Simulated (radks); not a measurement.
Ne II, 9 electrons, occupied as [He] 2s2 2p4 7s1 (not the ground configuration).

Calculated with a radial shooting solver on a logarithmic mesh with Libxc functionals: non-relativistic Kohn-Sham, PBE, spin-polarised, spherical densities, point nucleus; open shells are filled with parallel spins first.

Energy parts (hartree):
| part | energy |
|---|---|
| total | -126.60094 |
| kinetic | 126.37057 |
| electron-nucleus | -293.38508 |
| Hartree | 51.65121 |
| exchange-correlation | -11.23764 |

Orbitals (lengths in bohr, moments of r in powers of bohr; <r^-3> diverges for s and p1/2):
| orbital | occ. | eigenvalue (hartree) | <r^-3> |
|---|---|---|---|
| 1s up | 1 | -32.31590 | - |
| 1s down | 1 | -32.24173 | - |
| 2s up | 1 | -2.88245 | - |
| 2s down | 1 | -2.71138 | - |
| 2p up | 3 | -2.03535 | 14.77 |
| 2p down | 1 | -1.85764 | 14.13 |
| 7s up | 1 | -0.05256 | - |

The highest occupied level is 7s up at -1.430 eV. Virial ratio -V/T = 2.00182. The electron density at the nucleus is 627.3 e/bohr^3. Spin moment in Bohr magnetons: 3. The spin density at the nucleus is -0.0095 e/bohr^3 (1s -0.8525, 2s 0.7814, 7s 0.0617), a Fermi contact field of -0.496 T. The density falls to 0.001 e/bohr^3 at r = 2.39 bohr.
